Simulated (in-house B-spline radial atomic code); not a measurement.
RPA and G0W0 for O7+, 1s1, highest spin, as one setting changes: the highest l of the empty states. Start: Hartree-Fock. A dash marks a level of low quasi-particle weight. Computed with an all-electron radial atomic-structure program (B-spline basis): all electrons, non-relativistic, point nucleus, each spin shell either full or empty, empty states to the listed l with an (l + 1/2)⁻⁴ tail; G0W0 by contour deformation at full frequency.

Relativity, left out, deepens the 1s level by about Z⁴α²/8 hartree.

With one electron the exact correlation energy is zero, so what RPA and GW give is self-correlation.

```csv
highest l of the empty states,RPA summed (Eh),RPA extrapolated (Eh),G0W0 level (eV)
2,-0.020732,-0.021595,1s up -870.60
3,-0.02126,-0.02166,1s up -870.61
4,?,?,?
5,-0.021551,-0.021678,1s up -870.61
6,?,?,?
7,-0.021624,-0.021678,1s up -870.61
8,-0.02164,-0.021677,1s up -870.61
9,-0.021649,-0.021674,1s up -870.61
10,-0.021655,-0.021671,1s up -870.61
11,-0.021658,-0.021671,1s up -870.61
```

What belongs in the row for 6?

RPA summed (Eh): -0.021598; RPA extrapolated (Eh): -0.021678; G0W0 level (eV): 1s up -870.61.

What belongs in the row for 4?

RPA summed (Eh): -0.02146; RPA extrapolated (Eh): -0.021674; G0W0 level (eV): 1s up -870.61.
